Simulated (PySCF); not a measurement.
**`O=C(F)CCC(=O)F`: 4 charge schemes on one density**

C4H4F2O2.
SMILES with atom numbers: `[O:1]=[C:2]([F:3])[CH2:4][CH2:5][C:6](=[O:7])[F:8]` (hydrogens: H9, H10 on C4; H11, H12 on C5)

Geometry (GFN2-xTB, Å), atoms numbered from 1 in this order:
```xyz
12
C4H4F2O2 angstrom
O      1.4180   -1.4221   -0.7648
C      1.4630   -0.7201    0.1797
F      2.4033   -0.9324    1.1390
C      0.6268    0.4714    0.5283
C     -0.5174    0.6440   -0.4649
C     -1.5727   -0.3957   -0.2519
O     -1.6761   -1.2004    0.6018
F     -2.5238   -0.3064   -1.2194
H      1.2792    1.3482    0.5360
H      0.2466    0.3315    1.5438
H     -0.1580    0.5565   -1.4939
H     -0.9878    1.6248   -0.3598
```

Density: PBE0/pcSseg-1 (PySCF); schemes: Mulliken, IAO, Hirshfeld and ESP-fitted. One conformer (not necessarily the lowest) at the GFN2-xTB geometry, without solvent, vibrations or thermal averaging.

**Question.** Which atoms carry the highest charge in the Mulliken, IAO, Hirshfeld and ESP-fitted schemes?

**Answer.** All schemes agree: Mulliken C2 and C6 (+0.548); IAO C2 and C6 (+0.623); Hirshfeld C2 and C6 (+0.246); ESP-fitted C2 and C6 (+0.699).

**Question.** At which atom do the 4 schemes differ most?

**Answer.** At C2 and C6: from +0.246 (Hirshfeld) to +0.699 e (ESP-fitted), 0.453 e apart.

**Question.** Do the Mulliken, IAO, Hirshfeld and ESP-fitted schemes agree on where the charge is lowest?

**Answer.** All schemes pick atoms of one kind: Mulliken O1 and O7 (-0.333); IAO O1 and O7 (-0.380); Hirshfeld O1 and O7 (-0.213); ESP-fitted O7 (-0.442).

**Question.** Give the atomic charges in each scheme.

**Answer.** In e:

```
atom                    environment  Mulliken     IAO  Hirshfeld  ESP-fitted
  O1                carbonyl oxygen    -0.333  -0.380     -0.213      -0.441
  C2             acyl halide carbon    +0.548  +0.623     +0.246      +0.699
  F3                  acyl fluorine    -0.273  -0.288     -0.092      -0.266
  C4  sp3 carbon next to a carbonyl    -0.302  -0.325     -0.070      -0.203
  C5  sp3 carbon next to a carbonyl    -0.302  -0.325     -0.070      -0.184
  C6             acyl halide carbon    +0.548  +0.623     +0.246      +0.699
  O7                carbonyl oxygen    -0.333  -0.380     -0.213      -0.442
  F8                  acyl fluorine    -0.272  -0.288     -0.092      -0.267
  H9             methylene hydrogen    +0.178  +0.182     +0.068      +0.111
 H10             methylene hydrogen    +0.182  +0.188     +0.060      +0.096
 H11             methylene hydrogen    +0.182  +0.188     +0.060      +0.092
 H12             methylene hydrogen    +0.178  +0.182     +0.068      +0.106
```

Mean size of the charges over all atoms: IAO 0.331 e, Mulliken 0.303 e, ESP-fitted 0.301 e, Hirshfeld 0.125 e. Each set sums to the total charge, 0, to within 0.001 e. The Mulliken scheme gives each basis function's population to the atom it is centred on and halves the overlap population of two atoms between them.

**Question.** How closely do the schemes follow one another over all atoms?

**Answer.** Correlation coefficient and root-mean-square difference: Mulliken with IAO 1.00, 0.038 e; Hirshfeld with ESP-fitted 0.99, 0.226 e; IAO with ESP-fitted 0.97, 0.083 e; IAO with Hirshfeld 0.97, 0.225 e; Mulliken with ESP-fitted 0.97, 0.099 e; Mulliken with Hirshfeld 0.96, 0.191 e.

**Question.** How many electrons does the Hirshfeld scheme count on F3?

**Answer.** Z − q = 9 − (-0.092) = 9.092.
